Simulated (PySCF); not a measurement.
**DyOCl at several levels of theory**

Computed with PySCF 2.14.0 (density fitting, no spin-orbit coupling) at the geometry relaxed with PBE0:

```xyz
3
DyOCl (singlet in the valence; each metal's 4f electrons, 9 of them, lie in its core potential, out of spins and levels)
Dy    0.2432    0.0000   -0.3887
O     1.7476    0.0000    0.6236
Cl   -1.9265    0.0000    0.8855
```

```tsv
level	basis	state	HOMO (eV)	gap (eV)	charge on Dy1 (e)	population of f-type functions on Dy1 (polarisation alone where 4f lies in the core)	dipole about the centre of mass (D)	largest force component (eV/Å)
PBE0	Dy lcecp-1-SVP with ECP55, O def2-SVP, Cl def2-SVP	singlet	-7.02	4.46	0.81	0.07	7.47	0.01
TPSS	the same	singlet	-5.62	2.64	0.76	0.07	7.15	0.83
PBE0	Dy lcecp-1-TZVP with ECP55, O def2-TZVP, Cl def2-TZVP	singlet	-7.01	4.46	1.22	0.07	7.70	0.14
```

In the lcecp rows the 4f levels are missing from HOMO and gap, and the state counts the valence alone.

Charges are Mulliken's, which hang on the basis. The relaxation used the grid (50, 194), these runs (75, 302) or, all-electron (x2c bases, spin-free X2C Hamiltonian), (99, 590).

**Question.** What does B3LYP with Dy lcecp-1-SVP with ECP55, O def2-SVP, Cl def2-SVP give here?

**Answer.** state singlet, HOMO (eV) -6.74, gap (eV) 3.86, charge on Dy1 (e) 0.75, population of f-type functions on Dy1 (polarisation alone where 4f lies in the core) 0.07, dipole about the centre of mass (D) 7.32, largest force component (eV/Å) 0.49. Time: 1.7 s on 2 threads of Arm Neoverse V1 (shared host), from an already converged density.

In the first row's basis the gap widens with exact exchange: 2.6 eV for TPSS (none); 3.9 to 4.5 eV for B3LYP, PBE0 (a fixed share).

An lcecp potential fixes the number of 4f electrons, so in runs with it no electron can move into or out of that shell.
